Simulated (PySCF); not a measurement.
Name the molecule from its bond curve

A diatomic of charge 0 contains Ca. Its doublet curve at PBE0 in a triple-zeta basis (spin-free X2C with a Gaussian nucleus, PySCF), in eV from the separated fragments:

```json
{"R (Å)": "2.094", "E (eV)": "-3.454"}
{"R (Å)": "2.192", "E (eV)": "-3.930"}
{"R (Å)": "2.289", "E (eV)": "-4.189"}
{"R (Å)": "2.362", "E (eV)": "-4.279"}
{"R (Å)": "2.435", "E (eV)": "-4.303"}
{"R (Å)": "2.508", "E (eV)": "-4.277"}
{"R (Å)": "2.606", "E (eV)": "-4.185"}
{"R (Å)": "2.727", "E (eV)": "-4.011"}
{"R (Å)": "2.873", "E (eV)": "-3.750"}
{"R (Å)": "3.068", "E (eV)": "-3.369"}
```

The fit gives ωe = 372 cm⁻¹ and the rotational constant Bₑ = 0.1531 cm⁻¹.

Problem. Which atom is the partner?

Solution. The minimum lies at 2.430 Å, so the reduced mass is 16.8576 u Å² cm⁻¹/(Bₑ·Re²) = 18.65 u. With Ca at 39.96 u the partner weighs about 35.0 u: Cl. The molecule is CaCl.

The state was picked by a PBE0 search and need not be the measured ground state.
